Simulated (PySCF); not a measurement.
## Broadened absorption spectrum of C7H11PS

Compound: C7H11PS.
SMILES with atom numbers: `[CH3:1][CH2:2][P@@:3]1(=[S:4])[CH:5]=[CH:6][C:7]([CH3:8])=[CH:9]1` (hydrogens: H10, H11, H12 on C1; H13, H14 on C2; H15 on C5; H16 on C6; H17, H18, H19 on C8; H20 on C9)

Theory: PySCF 2.14.0, density-fitted response routines, TDDFT B3LYP/def2-SVPD, vertical, gas phase, core orbitals frozen in the response. One conformer (not necessarily the lowest) at the PBE0-D3(BJ)/def2-SVP geometry, without solvent, vibrations or thermal averaging. Torsions of this conformer, `[CH3:1][CH2:2][P@@:3]1(=[S:4])[CH:5]=[CH:6][C:7]([CH3:8])=[CH:9]1`: C1–C2–P3–S4 -179°.

Computed states:

```
state  E (eV)       f
   S1    2.96  0.0002
   S2    3.11   0.019
   S3    4.40   0.026
   S4    5.58   0.011
   S5    5.62  0.0049
   S6    5.77  0.0050
   S7    5.88  0.0096
   S8    5.90   0.039
   S9    5.94   0.027
  S10    6.03   0.030
```

Each state is given a Gaussian of 0.5 eV full width at half maximum, with ε(max) = 2.175×10⁸ f / Δν̃ (Δν̃ the width in cm⁻¹). The width is an assumption, not a result. The curve ends short of the highest state used, and states not computed would add to its high-energy end.

Problem. What does the envelope look like, and where are its maxima?

Solution. 
λ (nm), ε (L mol⁻¹ cm⁻¹) and a bar:
```
    228.3       1085 ########################
    237.8        216 #####
    247.3         45 #
    256.9        184 ####
    266.4        675 ###############
    275.9       1263 ############################
    285.4       1355 ##############################
    294.9        924 ####################
    304.4        435 ##########
    313.9        152 ###
    323.4         44 #
    333.0         25 #
    342.5         60 #
    352.0        159 ####
    361.5        336 #######
    371.0        575 #############
    380.5        817 ##################
    390.0        989 ######################
    399.6       1043 #######################
    409.1        975 ######################
    418.6        821 ##################
    428.1        632 ##############
    437.6        450 ##########
    447.1        300 #######
    456.6        189 ####
    466.2        112 ##
    475.7         64 #
    485.2         36 #
    494.7         19 
    504.2         10 
    513.7          5 
    523.2          3 
    532.8          1 
    542.3          1 
    551.8          0 
    561.3          0
```

Maxima: 399 nm (3.11 eV), ε about 1000, made up of S2 (99%); 282 nm (4.40 eV), ε about 1400, made up of S3 (100%) (ε in L mol⁻¹ cm⁻¹; maxima over ε = 5, shares over 10%). At its high-energy end, 5.43 eV, the curve is still rising (ε about 1100, from S4, S5 and S8).

Problem. What would ε be at 4.40 eV, the highest of these maxima, with half the width (0.25 eV)?

Solution. About 2800 L mol⁻¹ cm⁻¹ against 1400, a factor of about 2.00; a lone state at its own centre would give exactly 2.

Problem. Coming from long wavelengths, where does ε first pass 100 L mol⁻¹ cm⁻¹?

Solution. At about 468 nm (2.65 eV), 0.31 eV below S1.

Problem. On this curve, what absorbance would a 10⁻³ mol/L sample give at 266 nm over a 1 cm path?

Solution. 266 nm is 4.661 eV, where ε is about 650 L mol⁻¹ cm⁻¹, so A = ε c l ≈ 0.65 (Beer–Lambert, with the gas-phase spectrum and the assumed width).

All these states lie below the vertical ionisation energy of 8.04 eV (ΔSCF).

Time: 8.0 min; peak memory 1.1 GiB. Hardware: one thread of an Intel Xeon 6975P-C, no GPU, shared host with 192 logical CPUs at a one-minute load of 92.
